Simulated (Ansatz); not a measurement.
Computed with Ansatz on PBE0-D4/def2-TZVP structures; ΔE is electronic, products minus reactants. CCSD(T)/CBS is the MP2 limit (def2-TZVPP, def2-QZVPP) plus CCSD(T) − MP2 in def2-TZVPP, frozen cores. DFT in def2-TZVPP. For Ga outer-core shells are correlated without core-valence functions, which leaves a few kJ/mol of doubt a bond. Scalar relativity is left out up to krypton. Each species was taken in one conformer, which may not be the lowest.

`C[BH][GaH2]` + `[CH3][Al]([NH2])[Cl]` → `C[NH][Al]([CH3])[Cl]` + `[BH2][GaH2]`  (substitution at a C–B bond)

Question: Is it downhill or uphill in electronic energy at CCSD(T)/CBS, and by how much? (Best estimate.)

Answer: Computed: Uphill: ΔE = +91.0 kJ/mol.

Question: What do these levels give: BLYP-D4, LC-ωPBE, RPA@PBE/def2-TZVPP, MP2/def2-SVP, CCSD(T)/def2-TZVPP, SCS-MP2/def2-QZVPP? (Best estimate.)

Answer: Ansatz gave: BLYP-D4 88.2, LC-ωPBE 92.4, RPA@PBE/def2-TZVPP 79.8, MP2/def2-SVP 82.0, CCSD(T)/def2-TZVPP 87.6, SCS-MP2/def2-QZVPP 87.9 kJ/mol.

Largest T1 diagnostic among the species: 0.014.

At CCSD(T), def2-SVP lies −14.6 kJ/mol from the extrapolated value and def2-TZVPP −3.4 kJ/mol. Leaving LDA and LC-ωPBE aside and taking each functional with its dispersion term where it has one, the values, not all of them listed here, spread over 9.4 kJ/mol, from ωB97X-V to B97M-V.
